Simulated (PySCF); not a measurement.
GaFClBr, SMILES [Ga]([Br])([Cl])[F].

Geometry: PBE0-D3(BJ)/def2-SVP. The structure was generated by enumeration; whether it is a known compound was not checked.

The numbers are results of PySCF with PBE/def2-TZVPD, not measurements.

### Question
Estimate the frontier levels, gap, dipole moment and polarisability. (Estimate from the structure and the level; the computed values follow.)

### Answer

- highest occupied level: -7.91 eV
- lowest empty level: -3.18 eV
- orbital gap: 4.72 eV
- dipole moment: 0.223 e·Å
- quadrupole, principal values (traceless, Buckingham form, about the centre of nuclear charge): -6.11, 0.10, 6.01 D·Å
- mean static polarisability: 64.8 bohr³ (9.61 Å³)
- polarisability, principal values: 49.1, 61.4, 84.0 bohr³
